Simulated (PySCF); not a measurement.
A PySCF script (with the pyscf-properties extension) for the NMR shieldings of SMILES CN[SiH2]n1cncc1[SiH2]F, C4H10FN3Si2, on a GFN2-xTB geometry:

```python
import basis_set_exchange as bse
import numpy as np
from pyscf import gto, dft
from pyscf.prop import nmr

atoms = """
C     3.446350    0.556534   -0.182029
N     2.149071   -0.071947   -0.266227
Si    0.719860    0.689584    0.287974
N    -0.492289   -0.571581    0.147753
C    -0.266095   -1.909769    0.196922
N    -1.353576   -2.620222    0.129653
C    -2.358905   -1.715292    0.036782
C    -1.863235   -0.433587    0.045122
Si   -2.817751    1.158418   -0.005703
F    -2.300598    2.063758   -1.241039
H     3.487505    1.150715    0.726881
H     3.648701    1.217289   -1.030454
H     4.226670   -0.204568   -0.140261
H     2.088708   -0.693784   -1.059807
H     0.240019    1.850284   -0.460852
H     0.908206    0.989319    1.710509
H     0.719605   -2.319584    0.285226
H    -3.380918   -2.031342   -0.033358
H    -2.590345    2.008043    1.157369
H    -4.216130    0.898411   -0.307500
"""
names = dict.fromkeys(["C", "N", "Si", "F", "H"], "pcSseg-1")
basis = {el: gto.basis.parse(bse.get_basis(n, elements=[el], fmt="nwchem")) for el, n in names.items()}
mol = gto.M(atom=atoms, basis=basis, charge=0, verbose=0)
mf = dft.RKS(mol, xc="PBE0")
mf.grids.level = 2
mf.grids.alignment = dft.numint.BLKSIZE   # the property module wants whole blocks of grid points
mf.conv_tol = 1e-9
mf.kernel()

calc = nmr.RKS(mf)   # GIAO
C = mf.mo_coeff
Co = C[:, mf.mo_occ > 0]
resp = mf.gen_response(singlet=True, hermi=2)
def vind(x):   # induced exchange potential for any number of trial vectors
    d = np.einsum("pi,xij,qj->xpq", C, 2 * x.reshape(-1, C.shape[1], Co.shape[1]), Co, optimize=True)
    return np.einsum("xpq,pi,qj->xij", resp(d - d.transpose(0, 2, 1)), C, Co, optimize=True).ravel()
mo1, _ = nmr.rhf.solve_mo1(calc, with_cphf=vind)
sigma = calc.kernel(mo1)
for i, s in enumerate(sigma):   # ppm
    print("%2d %-2s %9.2f" % (i, mol.atom_pure_symbol(i), np.trace(s) / 3))
```

Q: What does it print?

A: 
```
 0 C     157.11
 1 N     252.66
 2 Si    381.62
 3 N      75.54
 4 C      37.72
 5 N     -42.11
 6 C      35.92
 7 C      58.52
 8 Si    364.62
 9 F     383.38
10 H      29.02
11 H      28.72
12 H      28.59
13 H      31.53
14 H      25.71
15 H      26.21
16 H      23.80
17 H      24.02
18 H      26.09
19 H      26.28
```

These numbers come from an equivalent density-fitted implementation of the same equations, which agrees with the script to about 0.01 ppm for H and up to a few tenths of a ppm for heavy atoms, so last digits may differ.

Q: Turn these shieldings into chemical shifts. Chemical shifts δ = σref − σ; 13C (186.93 ppm) and 29Si (349.16 ppm) and 1H (31.72 ppm) vs TMS; NH3 for 15N (267.73 ppm); CFCl3 for 19F (170.95 ppm), all at this level.

A: Averaging equivalent atoms: C 6: 151.0; C 4: 149.2; C 7: 128.4; C 0: 29.8; N 5: 309.8; N 3: 192.2; N 1: 15.1; Si 8: -15.5; Si 2: -32.5; F 9: -212.4; H 16: 7.92; H 17: 7.69; H 14/15: 5.76; H 18/19: 5.54; H 10/11/12: 2.94; H 13: 0.18 ppm. Unscaled 19F shifts against computed CFCl3 carry errors that often reach 10 to 50 ppm. Experimental scales use liquid or dissolved standards, which lie at an offset from isolated NH3 (liquid NH3: subtract about 20 ppm). Unscaled 15N shifts of sp2 nitrogen come out 20 to 40 ppm too high even then.

Size and cost of the density-fitted run: 234 basis functions, 56 s wall time on 1 thread of an Arm Neoverse V2, shared host; peak memory 1 GiB.
